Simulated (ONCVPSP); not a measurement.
## An all-electron radial function and its pseudo partner (Cu (Z = 29))

Columns: radius, all-electron u(r) and pseudo u(r) of the 3d shell (level -5.32 eV) of copper in the configuration [Ne] 3s2 3p6 3d10 4s1; LDA (Perdew-Wang 92), scalar-relativistic, ONCV scheme, ONCVPSP 4.0.1.

```tsv
r (bohr)	all-electron	pseudo
0.065	0.0385	0.0049
0.130	0.1789	0.0366
0.195	0.3710	0.1139
0.260	0.5606	0.2422
0.325	0.7187	0.4127
0.390	0.8355	0.6047
0.455	0.9122	0.7910
0.520	0.9545	0.9455
0.585	0.9698	1.0493
0.650	0.9653	1.0963
0.715	0.9469	1.0916
0.780	0.9193	1.0478
0.845	0.8860	0.9812
0.910	0.8495	0.9071
0.975	0.8114	0.8381
1.040	0.7731	0.7813
1.105	0.7352	0.7363
1.170	0.6983	0.6983
1.235	0.6628	0.6627
1.300	0.6287	0.6287
1.365	0.5963	0.5962
1.430	0.5655	0.5654
1.495	0.5363	0.5363
1.560	0.5088	0.5087
1.625	0.4827	0.4826
1.690	0.4581	0.4581
```

Task: How many radial nodes do the two functions have?

Result: The all-electron 3d function has n − l − 1 = 0; the pseudo-wave has 0.

Task: At about which radius was the pseudo-wave matched?

Result: 1.20 bohr, where the columns begin to agree (steps of 0.07 bohr).

Task: Where does each function peak?

Result: Outermost all-electron maximum near 0.58 bohr, pseudo maximum near 0.65 bohr (to the table’s step).

Task: Is the pseudo-wave norm-conserving?

Result: Yes: the ONCV scheme keeps the norm inside the radius equal to the all-electron one, which fixes the energy derivative of the logarithmic derivative at the level.
